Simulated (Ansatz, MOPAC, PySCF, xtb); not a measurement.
Pair of molecules: HCl (SMILES Cl) (first 2 atoms) with CH5N (SMILES CN); geometry from B3LYP-D3(BJ)/def2-TZVP, rigid monomers moved along the line of their centres of mass till H2···N4 is 2.83 Å.
(charge 0, multiplicity 1):
| atom | x (Å) | y (Å) | z (Å) |
|---|---|---|---|
| Cl | 0.9705 | 1.1443 | 0.1651 |
| H | 0.7678 | 0.4012 | 1.3159 |
| C | -1.2952 | -0.2959 | 4.2181 |
| N | -0.0352 | -0.8587 | 3.7140 |
| H | -2.0631 | -0.4181 | 3.4555 |
| H | -1.1601 | 0.7720 | 4.3838 |
| H | -1.6384 | -0.7596 | 5.1465 |
| H | -0.1206 | -1.8491 | 3.5153 |
| H | 0.7203 | -0.7407 | 4.3794 |

Counterpoise-corrected where a basis set is named; no monomer relaxation.

The state that AM1, PM3 reach isn't checked.

Programs: Ansatz (Gaussian orbitals); MOPAC for AM1, PM3 (differences of heats of formation); PySCF for the dispersion terms; xtb for the GFN methods. Each number belongs to the level named beside it.

Problem. One of these levels gives -21.3 kJ/mol for the interaction energy. Name it.
A. GFN-FF
B. PBE-D3(BJ)/def2-TZVPPD
C. AM1
D. PM3

Solution. B, PBE-D3(BJ)/def2-TZVPPD. The others give -14.9 (GFN-FF), -9.4 (AM1), -6.7 (PM3)

Ansatz is a quantum-chemistry and plane-wave program.
